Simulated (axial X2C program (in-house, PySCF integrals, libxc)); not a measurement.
**Spin–orbit effects down a group: molecules with F (ions), CCSD(T)**

Computed with an in-house relativistic program for diatomic molecules, spin-free (one-electron X2C) or two-component (2c: spin–orbit coupling with atomic mean-field Coulomb and Gaunt terms, which also bring small scalar terms), in Dyall basis sets with cores contracted in-house; open shells are unrestricted.

Basis sets: Be dyall-cv3z, Ca dyall-cv3z, F dyall-av3z, Mg dyall-cv3z, Sr dyall-cv3z. Frozen shells (counts by l): BeF⁺ F 1s, Be 1s, 8 electrons correlated; MgF⁺ Mg 2s1p, F 1s, 8 electrons correlated; CaF⁺ Ca 3s2p, F 1s, 8 electrons correlated; SrF⁺ Sr 4s3p1d, F 1s, 8 electrons correlated. Coupled cluster in natural virtuals with an MP2 remainder. Where the outer core of a metal is frozen, bonds come out longer and ionisation energies lower.

```
molecule  spin-free state  Re (Å)  ωe (cm⁻¹)  De (eV)  2c state  Re 2c (Å)  ωe 2c (cm⁻¹)  De 2c (eV)
    BeF⁺   M_S = 0, Λ = 0   1.322     1437.9     6.05     Ω = 0      1.323        1437.9        6.03
    MgF⁺   M_S = 0, Λ = 0   1.701      832.4     4.42     Ω = 0      1.701         832.2        4.41
    CaF⁺   M_S = 0, Λ = 0   1.915      656.1     5.71     Ω = 0      1.916         656.1        5.70
    SrF⁺   M_S = 0, Λ = 0   2.041      556.8     5.80     Ω = 0      2.041         556.8        5.78
```

Problem. Work out the shifts from the spin-free to the two-component result.

Solution. 

```csv
molecule,2c state,ΔRe (Å),Δωe (cm⁻¹),ΔDe (eV)
BeF⁺,Ω = 0,0.001,0.0,-0.02
MgF⁺,Ω = 0,0.000,-0.2,-0.01
CaF⁺,Ω = 0,0.001,0.0,-0.01
SrF⁺,Ω = 0,0.000,0.0,-0.02
```

Shifts of one unit in the last digit are rounding.

Fragments in 2c: F + Be+, Mg+ + F, Ca+ + F, Sr+ + F. Each entry is the lowest single determinant of a limited PBE0 search at one distance. De goes to single-determinant-based atoms at the same level (for ions the charge split of lowest energy) and is withheld (n/a) where an atom does not fit its ground term or J level. Main or longest-lived isotopes.
